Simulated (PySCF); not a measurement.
# Polarisability and C₆ of Tc²⁺ (technetium, charge +2)

[Kr] 4d4 5s1, high-spin 6D determinant (an excited configuration). Calculation: PySCF 2.14, in aug-cc-pVTZ-PP with one added diffuse shell each of s, p, d, f, g type with ECP28MDF (7s7p6d4f3g, 113 functions); a scalar-relativistic core potential. Coupled (time-dependent) response in atomic units; α is the mean over directions.

| method | mean α (bohr³) | α xx, yy, zz | C₆ (like pair) | S(−4) |
| --- | --- | --- | --- | --- |
| LC-wPBE | 26.26 | 26.55, 26.55, 25.70 | 157.7 | 461.5 |

S(−4) is the Cauchy moment in α(ω) = α(0) + S(−4) ω² + …

Spin-orbit coupling is absent.

α(iu) at LC-wPBE:

```
u (hartree)  α(iu) (bohr³)
          0          26.26
     0.0500          25.17
      0.100          22.49
      0.200          16.46
      0.300          12.19
      0.500          7.760
      0.750          5.294
       1.00          3.977
       1.50          2.545
       2.00          1.771
       3.00         0.9819
       5.00         0.4159
```

For an ion, C₆ is the dispersion term alone; charge-induced terms of lower order in 1/R come first.

The components differ because the open shell of this determinant is not spherical; for a pure term their mean is the scalar polarisability.

Energies and moments cover only the electrons outside the core potential.
